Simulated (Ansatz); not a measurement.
One geometry of CrNF₃⁻, several levels of theory.

```yaml
crystal:
  periodic: [false, false, false]
  atoms:
    - {symbol: Cr, position_ang: [-0.098267, -0.001128, 0.086680]}
    - {symbol: N, position_ang: [0.041599, -0.016076, 1.585541]}
    - {symbol: F, position_ang: [1.587106, 0.009672, -0.560146]}
    - {symbol: F, position_ang: [-0.769102, 1.563606, -0.540116]}
    - {symbol: F, position_ang: [-0.761335, -1.556062, -0.571960]}
basis:
  gaussian: {orbitals: def2-TZVPD, initial_orbitals: start.molden}
total_charge: -1
magnetization: {spin_polarized: true, initial_magnetization: 1}
hamiltonian: {xc: pbe0, dispersion: d4}
scf: {omitted_lower_state_checks: [starts]}
output: {orbitals: {seedname: orbitals}}
```

The file start.molden holds the orbitals of an earlier run on this structure, at another level or in another basis.

```sh
$ ansatz run in.yaml --threads 4 --pin off --events-out ev --progress --plain --max-ram 3916MiB
```

It prints (some lines left out):

```
Functional definition: PBE0
1266 factors; their error is unknown
mean field evaluation 1: about -38051.4441 eV, gradient 1.5e2 eV
mean field evaluation 2: about -38055.9220 eV, gradient 4.2e0 eV
mean field evaluation 4: about -38056.0741 eV, gradient 1.5e-1 eV
mean field evaluation 8: about -38056.0742 eV, gradient 2.0e-5 eV
mean field evaluation 16: about -38056.0742 eV, gradient 3.2e-6 eV
mean field -38056.07421083 eV, -1398.5349319143 hartree, gradient 3.2e-6 eV, S^2 0.828789; 0 other end points of the search recorded, 0 dependent functions left out
reference -38056.07425781 eV, -1398.5349336407 hartree; 30, 29 occupied and 175, 176 virtual orbitals, 1266 factors
Total energy: -38056.17490762 eV, -1398.5386324531 hartree
Checks for a lower state left out: starts
```

Run time 11 s (4 threads of Arm Neoverse V2 on a shared host), peak host memory 1 GiB.

As the first input, with `hamiltonian: {xc: pbe, dispersion: d4}` (abridged; 3.3 s):

```
Functional definition: PBE
mean field -38057.48730786 eV, -1398.5868622725 hartree, gradient 1.2e-5 eV, S^2 0.766306
Total energy: -38057.60806847 eV, -1398.5913001430 hartree
Checks for a lower state left out: starts
```

Geometry: PBE0-D4/def2-SVPD.

At PBE0-D4/def2-TZVPD the relaxed charge -1 doublet is spin-contaminated (final ⟨S²⟩ up to 0.83, 0.75 for a pure state). At PBE-D4/def2-TZVPD the highest occupied level of the relaxed charge -1 doublet lies above zero (up to 0.34 eV). By energy differences its removal costs 2.97 eV (each at its own geometry, to the charge 0 singlet, at PBE-D4/def2-TZVPD); the vertical value is larger still, so the positive level points to self-interaction error. No other spin state of charge -1 was run.
